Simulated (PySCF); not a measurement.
Work out the structure from these simulated measurements.

Formula: C8H12F2O.

* NMR, other nuclei: isotropic shieldings of nuclei other than C and H, by class: 307 (1 O), 328 (1 F), 348 (1 F) ppm [GIAO PBE0/pcSseg-1]
* 13C NMR: chemical shifts (computed TMS as zero) by class: 96.7 (1 C), 91.4 (1 C), 84.0 (1 C), 58.5 (1 C), 39.7 (1 C), 33.8 (1 C), 29.7 (1 C), 29.3 (1 C) ppm [GIAO PBE0/pcSseg-1]
* 1H NMR: chemical shifts (computed TMS as zero) by class: 5.05 (1 H), 3.54 (1 H), 3.50 (3 H), 2.74 (1 H), 2.29 (1 H), 2.24 (1 H), 2.21 (1 H), 1.95 (1 H), 1.89 (1 H), 1.58 (1 H) ppm [GIAO PBE0/pcSseg-1]
* Dipole: 3.17 D [PBE0/pcSseg-1]
* Rotational structure: rotational constants A, B, C: 1.522, 1.011, 0.804 GHz [GFN2-xTB]

Gas-phase values; electronic properties from PySCF, density fitting. Levels stand in brackets. Isolated species at its GFN2-xTB geometry (one conformer only). NMR classes are plain means over equivalent atoms (diastereotopic ones count apart unless rotation or inversion swaps them), as if these changed places fast.

Problem. What is the compound? Reason from the data.

Solution. Numbering: `[CH3:1][O:2][C@@H:3]1[C@@H:4]2[CH2:5][C@@H:6]([F:7])[CH2:8][C@@:9]1([F:10])[CH2:11]2`. Its formula, C8H12F2O, gives 2 degrees of unsaturation: 2 rings and 0 π bonds in the structure found. 8 carbons fall into 8 classes; from least to most shielded: sp3 C–F carbon [C9] (96.7 ppm), sp3 C–F carbon [C6] (91.4 ppm), ring sp3 carbon bound to oxygen [C3] (84.0 ppm), methoxy carbon [C1] (58.5 ppm), ring CH2 carbon [C8] (39.7 ppm), ring CH2 carbon [C5] (33.8 ppm), four-membered-ring carbon [C11] (29.7 ppm), sp3 carbon at a ring junction [C4] (29.3 ppm). Hydrogen classes from least to most shielded: 1 H on an sp3 C–F carbon, C6 (5.05 ppm), 1 H on an sp3 carbon bound to oxygen, C3 (3.54 ppm), 3 H on a methoxy carbon, C1 (3.50 ppm, a mean of values up to 0.5 ppm apart in this geometry), 1 H on a ring CH2 carbon, C8 (2.74 ppm), 1 H on an sp3 carbon at a ring junction, C4 (2.29 ppm), 1 H on a four-membered-ring carbon, C11 (2.24 ppm), 1 H on a ring CH2 carbon, C8 (2.21 ppm), 1 H on a ring CH2 carbon, C5 (1.95 ppm), 1 H on a ring CH2 carbon, C5 (1.89 ppm), 1 H on a four-membered-ring carbon, C11 (1.58 ppm). The other shieldings belong to: 307 ppm, ether oxygen [O2]; 328 ppm, alkyl fluorine [F10]; 348 ppm, alkyl fluorine [F7]. The optimised geometry has point group C1 and is an asymmetric top. Structure: `CO[C@@H]1[C@@H]2C[C@@H](F)C[C@@]1(F)C2`. Computed isomers that give other values at the same levels: `CC[C@@H]1C[C@H](C(F)F)[C@@H]2O[C@H]12` (13C chemical shifts (computed TMS as zero) by class: 125.6 (1 C), 59.1 (1 C), 53.7 (1 C), 49.2 (1 C), 45.5 (1 C), 29.5 (1 C), 29.0 (1 C), 15.2 (1 C) ppm); `C/C(C(=O)F)=C(/F)C(C)(C)C` (13C chemical shifts (computed TMS as zero) by class: 191.9 (1 C), 167.6 (1 C), 108.1 (1 C), 39.8 (1 C), 28.8 (3 C), 15.0 (1 C) ppm); `CC(C)[C@@]1(C(=O)F)C[C@]1(C)F` (13C chemical shifts (computed TMS as zero) by class: 170.2 (1 C), 88.1 (1 C), 39.4 (1 C), 38.4 (1 C), 29.0 (1 C), 20.9 (1 C), 20.5 (1 C), 19.4 (1 C) ppm). The assignments are read from this structure; whether some other isomer fits the data as well wasn't checked. The mirror image fits equally.
